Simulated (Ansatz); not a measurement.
Program: Ansatz 0.2.0.

A structure relaxed at PBE0-D4/def2-TZVP, charge 0, multiplicity 1:

| atom | x (Å) | y (Å) | z (Å) |
| --- | --- | --- | --- |
| C1 | 0.615 | -1.697 | 0.709 |
| Ge2 | -0.592 | -0.283 | 0.114 |
| Si3 | 0.451 | 1.322 | -1.306 |
| S4 | -1.209 | 0.763 | 1.997 |
| H5 | 1.482 | -1.264 | 1.209 |
| H6 | 0.955 | -2.281 | -0.147 |
| H7 | 0.096 | -2.359 | 1.403 |
| H8 | -1.845 | -0.895 | -0.549 |
| H9 | 0.796 | 0.731 | -2.629 |
| H10 | 1.694 | 1.816 | -0.658 |
| H11 | -0.474 | 2.467 | -1.520 |
| H12 | -1.970 | 1.681 | 1.378 |

Problem. Give its formula and SMILES.

Solution. CH8GeSSi, `[CH3][GeH]([SiH3])[SH]`.

Problem. Summarise the bond lengths by kind.

Solution. 1 × C–Ge 1.952 Å; 3 × C–H 1.090 to 1.091 Å; 1 × Ge–Si 2.383 Å; 1 × Ge–S 2.241 Å; 1 × Ge–H 1.545 Å; 3 × H–Si 1.487 to 1.489 Å; 1 × H–S 1.343 Å.
